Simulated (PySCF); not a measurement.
IRb, triplet, at the geometry of the source list (a higher spin typed on purpose: for a closed-shell molecule this is an excited state) (core potentials on I, Rb); PySCF with PBE/def2-SVP.

Here is a job for PySCF.
```python
from pyscf import gto, scf, dft

mol = gto.M(
    atom='''
Rb   -1.08960000   -0.77400000   -0.92830000
I     1.08960000    0.77400000    0.92830000
''',
    basis='def2-svp',
    ecp={'I': 'def2-svp', 'Rb': 'def2-svp'},
    spin=2,
    verbose=4,
)

mf = dft.UKS(mol)
mf.xc = 'pbe'
mf.kernel()
```

Output, abridged:

```
PySCF version 2.14.0

[INPUT] verbose = 4
[INPUT] num. atoms = 2
[INPUT] num. electrons = 34
[INPUT] charge = 0
[INPUT] spin (= nelec alpha-beta = 2S) = 2
[INPUT] symmetry False subgroup None
[INPUT] Mole.unit = angstrom
[INPUT] Symbol           X                Y                Z      unit          X                Y                Z       unit  Magmom
[INPUT]  1 Rb    -1.089600000000  -0.774000000000  -0.928300000000 AA   -2.059045585326  -1.462648020413  -1.754232761434 Bohr   0.0
[INPUT]  2 I      1.089600000000   0.774000000000   0.928300000000 AA    2.059045585326   1.462648020413   1.754232761434 Bohr   0.0

nuclear repulsion = 36.5839816703182
number of shells = 20
number of NR pGTOs = 96
number of NR cGTOs = 50
basis = def2-svp
ecp = {'I': 'def2-svp', 'Rb': 'def2-svp'}

******** <class 'pyscf.dft.uks.UKS'> ********
method = UKS
initial guess = minao
damping factor = 0
level_shift factor = 0
DIIS = <class 'pyscf.scf.diis.CDIIS'>
diis_start_cycle = 1
diis_space = 8
diis_damp = 0
SCF conv_tol = 1e-09
SCF conv_tol_grad = None
SCF max_cycles = 50
direct_scf = True
direct_scf_tol = 1e-13
number electrons alpha = 18  beta = 16
XC library pyscf.dft.libxc version 7.1.2
    S. Lehtola, C. Steigemann, M. J. T. Oliveira, and M. A. L. Marques,  SoftwareX 7, 1–5 (2018)
XC functionals = pbe
    J. P. Perdew, K. Burke, and M. Ernzerhof,  Phys. Rev. Lett. 77, 3865 (1996)
    J. P. Perdew, K. Burke, and M. Ernzerhof,  Phys. Rev. Lett. 78, 1396 (1997)
    J. P. Perdew, K. Burke, and M. Ernzerhof,  Phys. Rev. Lett. 77, 3865 (1996)
    J. P. Perdew, K. Burke, and M. Ernzerhof,  Phys. Rev. Lett. 78, 1396 (1997)
radial grids:
    Treutler-Ahlrichs [JCP 102, 346 (1995); DOI:10.1063/1.469408] (M4) radial grids

becke partition: Becke, JCP 88, 2547 (1988); DOI:10.1063/1.454033
pruning grids: <function nwchem_prune>
grids dens level: 3
symmetrized grids: False
atomic radii adjust function: <function treutler_atomic_radii_adjust>
small_rho_cutoff = 0
Set gradient conv threshold to 3.16228e-05
tot grids = 43872
init E= -287.967751979171

cycle= 1 E= -318.715926995404  delta_E= -30.7  |g|= 2.33  |ddm|= 6.44

cycle= 2 E= -309.538303916372  delta_E= 9.18  |g|= 2.67  |ddm|= 7.11

cycle= 3 E= -320.198549126031  delta_E= -10.7  |g|= 1.02  |ddm|= 6.71

cycle= 4 E= -321.627742171087  delta_E= -1.43  |g|= 0.329  |ddm|= 4.38

cycle= 5 E= -321.711128070409  delta_E= -0.0834  |g|= 0.14  |ddm|= 1.85

cycle= 6 E= -321.724101460885  delta_E= -0.013  |g|= 0.0577  |ddm|= 1.12

cycle= 7 E= -321.72522337903  delta_E= -0.00112  |g|= 0.0471  |ddm|= 1.11

cycle= 8 E= -321.726209605828  delta_E= -0.000986  |g|= 0.0339  |ddm|= 1.11

cycle= 9 E= -321.726108125314  delta_E= 0.000101  |g|= 0.0354  |ddm|= 1.11

cycle= 10 E= -321.726254745651  delta_E= -0.000147  |g|= 0.033  |ddm|= 1.11

cycle= 11 E= -321.726312421765  delta_E= -5.77e-05  |g|= 0.0321  |ddm|= 0.614

cycle= 12 E= -321.726246045348  delta_E= 6.64e-05  |g|= 0.0332  |ddm|= 0.952

cycle= 13 E= -321.72599846388  delta_E= 0.000248  |g|= 0.0369  |ddm|= 1.11

cycle= 14 E= -321.726358639014  delta_E= -0.00036  |g|= 0.0314  |ddm|= 1.11

cycle= 15 E= -321.726189752492  delta_E= 0.000169  |g|= 0.0341  |ddm|= 1.11

cycle= 16 E= -321.726260629123  delta_E= -7.09e-05  |g|= 0.0329  |ddm|= 0.0852

cycle= 17 E= -321.726326955911  delta_E= -6.63e-05  |g|= 0.0319  |ddm|= 0.345

cycle= 18 E= -321.726247032262  delta_E= 7.99e-05  |g|= 0.0332  |ddm|= 0.93

cycle= 19 E= -321.726190913494  delta_E= 5.61e-05  |g|= 0.034  |ddm|= 0.0281

cycle= 20 E= -321.726189681605  delta_E= 1.23e-06  |g|= 0.0341  |ddm|= 0.0585

cycle= 21 E= -321.72608969789  delta_E= 0.0001  |g|= 0.0356  |ddm|= 0.176

cycle= 22 E= -321.725797597043  delta_E= 0.000292  |g|= 0.0397  |ddm|= 0.0506

cycle= 23 E= -321.724809916347  delta_E= 0.000988  |g|= 0.0511  |ddm|= 1.11

cycle= 24 E= -321.726035064028  delta_E= -0.00123  |g|= 0.0364  |ddm|= 0.0447

cycle= 25 E= -321.725899568809  delta_E= 0.000135  |g|= 0.0383  |ddm|= 1.11

cycle= 26 E= -321.725275991364  delta_E= 0.000624  |g|= 0.046  |ddm|= 0.0449

cycle= 27 E= -321.726154778629  delta_E= -0.000879  |g|= 0.0346  |ddm|= 0.163

cycle= 28 E= -321.726218464348  delta_E= -6.37e-05  |g|= 0.0336  |ddm|= 0.99

cycle= 29 E= -321.725981996749  delta_E= 0.000236  |g|= 0.0371  |ddm|= 1.05

cycle= 30 E= -321.725145310631  delta_E= 0.000837  |g|= 0.0475  |ddm|= 1.11

cycle= 31 E= -321.72185263627  delta_E= 0.00329  |g|= 0.0755  |ddm|= 0.0616

cycle= 32 E= -321.715472600524  delta_E= 0.00638  |g|= 0.111  |ddm|= 0.0786

cycle= 33 E= -321.719410654255  delta_E= -0.00394  |g|= 0.0908  |ddm|= 0.0454

cycle= 34 E= -321.725507654408  delta_E= -0.0061  |g|= 0.0433  |ddm|= 0.163

cycle= 35 E= -321.72252887217  delta_E= 0.00298  |g|= 0.0707  |ddm|=  1.1

cycle= 36 E= -321.726318245871  delta_E= -0.00379  |g|= 0.032  |ddm|= 0.272

cycle= 37 E= -321.726143229316  delta_E= 0.000175  |g|= 0.0347  |ddm|= 0.954

cycle= 38 E= -321.725767931346  delta_E= 0.000375  |g|= 0.04  |ddm|=  1.1

cycle= 39 E= -321.725557579255  delta_E= 0.00021  |g|= 0.0427  |ddm|= 1.08

cycle= 40 E= -321.72600611547  delta_E= -0.000449  |g|= 0.0368  |ddm|= 0.482

cycle= 41 E= -321.72579410219  delta_E= 0.000212  |g|= 0.0397  |ddm|=  0.3

cycle= 42 E= -321.725866614402  delta_E= -7.25e-05  |g|= 0.0387  |ddm|= 0.386

cycle= 43 E= -321.724171828828  delta_E= 0.00169  |g|= 0.0572  |ddm|= 0.546

cycle= 44 E= -321.724080034531  delta_E= 9.18e-05  |g|= 0.0581  |ddm|= 1.12

cycle= 45 E= -321.725405869539  delta_E= -0.00133  |g|= 0.0445  |ddm|= 0.0334

cycle= 46 E= -321.725573310543  delta_E= -0.000167  |g|= 0.0425  |ddm|= 1.11

cycle= 47 E= -321.725343791245  delta_E= 0.00023  |g|= 0.0452  |ddm|= 0.0229

cycle= 48 E= -321.725597509206  delta_E= -0.000254  |g|= 0.0422  |ddm|= 0.0118

cycle= 49 E= -321.725992642071  delta_E= -0.000395  |g|= 0.037  |ddm|= 0.0432

cycle= 50 E= -321.725204763162  delta_E= 0.000788  |g|= 0.0468  |ddm|= 1.11
SCF not converged.
SCF energy = -321.725204763162 after 50 cycles  <S^2> = 2.0009408  2S+1 = 3.0006271
```

Convergence was not reached.
